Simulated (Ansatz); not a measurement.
`FB[SiH2]Cl`, charge 0, multiplicity 1.

(1) Give a relaxed structure at PBE0-D4/def2-TZVP (the Gaussian-basis code of Ansatz). (Best estimate.)

Answers

(1) The calculation gave: 
Z-matrix (Å, degrees):
```
Si
B 1 2.034
Cl 1 2.059 2 111.8
H 1 1.487 2 110.1 3 -120.5
H 1 1.487 2 110.1 3 120.4
F 2 1.316 1 120.9 3 -0.3
H 2 1.203 1 122.2 3 179.7
```
Point group Cs.
